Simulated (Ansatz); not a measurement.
```yaml
crystal:
  periodic: [false, false, false]
  atoms:
    - {symbol: O, position_ang: [-0.711466, 1.856035, -0.679162]}
    - {symbol: Sb, position_ang: [0.377639, 1.683989, 0.963721]}
    - {symbol: C, position_ang: [0.843959, -0.396774, 0.663128]}
    - {symbol: Si, position_ang: [-0.214429, -1.228325, -0.642613]}
    - {symbol: H, position_ang: [-0.367301, 2.549405, -1.246622]}
    - {symbol: H, position_ang: [-0.991710, 1.315749, 1.926883]}
    - {symbol: H, position_ang: [0.704604, -0.852508, 1.673020]}
    - {symbol: H, position_ang: [0.704604, -0.902508, 1.623020]}
    - {symbol: H, position_ang: [-1.658686, -1.030071, -0.365141]}
    - {symbol: H, position_ang: [0.117625, -0.732254, -2.000873]}
    - {symbol: H, position_ang: [0.064405, -2.693639, -0.618004]}
basis:
  gaussian: {orbitals: def2-TZVPD}
hamiltonian: {xc: {name: SVWN5}, pseudopotentials: {relativity: scalar}}
```

```sh
$ ansatz run in.yaml --threads 4 --pin off --events-out ev --progress --plain --max-ram 10444MiB
```

Shortened log:

```
Functional definition: SVWN5
1403 factors; their error is unknown
mean field evaluation 1: about -17380.5576 eV, gradient 9.0e1 eV
mean field evaluation 2: about -17248.3405 eV, gradient 2.2e2 eV
mean field evaluation 4: about -17395.5643 eV, gradient 3.5e1 eV
mean field evaluation 8: about -17398.4177 eV, gradient 3.0e-1 eV
mean field evaluation 16: about -17398.4690 eV, gradient 1.6e-3 eV
mean field -17398.46904226 eV, -639.3819441971 hartree, gradient 6.4e-5 eV, S^2 0.000000; 0 other end points of the search recorded, 1 dependent functions left out
reference -17398.46909876 eV, -639.3819462735 hartree; 29, 29 occupied and 209, 209 virtual orbitals, 1403 factors
Total energy: -17398.46909876 eV, -639.3819462735 hartree
Relativity: scalar
```

Question: What is wrong with this run?

Answer: One atom was put on top of another. The calculation finished and met its thresholds. The result belongs to that input, not to the molecule as meant.
